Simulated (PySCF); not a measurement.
Method: PySCF with PBE0-D3(BJ)/def2-TZVP. All species are isolated molecules in the gas phase. 

Reference species (SMILES): `Cl[C]Cl` (excited triplet) (neutral, multiplicity 3).

```yaml
dipole_moment: 0.35 D
highest_occupied_spin_orbital: -6.13 eV
```

Changed species: `Cl[C]C#C` (triplet; the order of the spin states depends on the level) (X = ethynyl, multiplicity 3; the reference has X = chloro, multiplicity 3).

Q: Predict the effect on the dipole moment and highest occupied spin orbital.

A: the dipole moment rises by 0.47 D, to 0.82 D; the highest occupied spin orbital falls by 0.12 eV, to -6.25 eV.
